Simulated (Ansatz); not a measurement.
C2H9FSi2, SMILES `C[SiH2]C[SiH2]F` from Hartree–Fock to CCSD(T)

Cartesian coordinates in Å:
```
C 2.369 0.525 0.062
Si 0.661 0.131 0.712
C -0.566 -0.108 -0.690
Si -2.293 -0.508 -0.161
F -3.234 -0.684 -1.449
H 3.075 0.663 0.884
H 2.357 1.443 -0.532
H 2.740 -0.284 -0.572
H 0.185 1.236 1.591
H 0.706 -1.110 1.535
H -0.201 -0.915 -1.336
H -0.586 0.808 -1.292
H -2.871 0.588 0.655
H -2.341 -1.786 0.593
```

Total charge 0; spin multiplicity 1. The geometry is a stationary point of PBE0-D4/def2-TZVP. It is one conformer, not always the lowest. Frozen core, restricted reference, Ansatz 0.2.0. CBS rows extrapolate triple and quadruple zeta; past MP2 they add the triple-zeta difference.

```
     basis     HF (Eh)  MP2 corr.
  def2-SVP  -758.04080   -0.67434
def2-TZVPP  -758.47104   -0.85649
def2-QZVPP  -758.49820   -0.92196
```

Task: Estimate the CCSD correlation energy and the (T) correction in each basis where they were run (hartree).

Result: 
| basis | CCSD corr. | (T) |
| --- | --- | --- |
| def2-SVP | -0.74003 | -0.01752 |
| def2-TZVPP | -0.91534 | -0.03109 |
| CBS(def2) | -1.02931 | as TZ |
